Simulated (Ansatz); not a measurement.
Ideal-gas functions of B₂ClH₃S (`SBBCl`) at 800 K and 1 bar, from an Ansatz frequency run at PBE0-D4/def2-TZVP.

Molar mass 92.17 g/mol, point group C1 (symmetry number 1), electronic degeneracy 1, moments of inertia 32.326, 305.852, 321.374 u Å². Harmonic wavenumbers (cm⁻¹, unscaled): 73, 171, 223, 480, 640, 727, 792, 828, 887, 898, 1027, 1172, 2618, 2627, 2693.

Use S(trans) = R[1.5 ln M + 2.5 ln T − 1.1517]; rotational temperatures θ = 24.2544 K / I; S(rot) = R[ln(√π/σ · √(T³/θAθBθC)) + 1.5]; for each mode x = 1.438777 ν̃/T, S = R[x/(eˣ − 1) − ln(1 − e⁻ˣ)] and H = RT x/(eˣ − 1); 1 cm⁻¹ = 0.0119627 kJ/mol; R = 8.31446 J/(mol·K).

Q: By hand: the entropy, in J/(mol·K).

A: Translation 185.8. Rotation: θ = 0.7503, 0.0793, 0.0755 K, giving 123.1. Vibration, mode by mode: 25.20, 18.15, 15.97, 9.79, 7.59, 6.65, 6.04, 5.73, 5.26, 5.18, 4.30, 3.50, 0.43, 0.43, 0.39, in all 114.6. Electronic 0.0. Sum 423.5 J/(mol·K).

Q: By hand: H − E and G − E in kJ/mol, counted from the electronic energy.

A: Zero-point energy ½ × 15856 × 0.0119627 = 94.8; thermal vibration 44.6; translation, rotation and pV give 4 RT = 26.6. H − E = 166.0 kJ/mol, and G − E = 166.0 − 800 × 423.5/1000 = -172.8 kJ/mol.

Vibration gives 27 % of the entropy, 25.2 J/(mol·K) of it from the mode under 150 cm⁻¹: soft modes count most, and the harmonic formula is weakest for them. The sum counts one conformer and one mirror image; others add a mixing term.
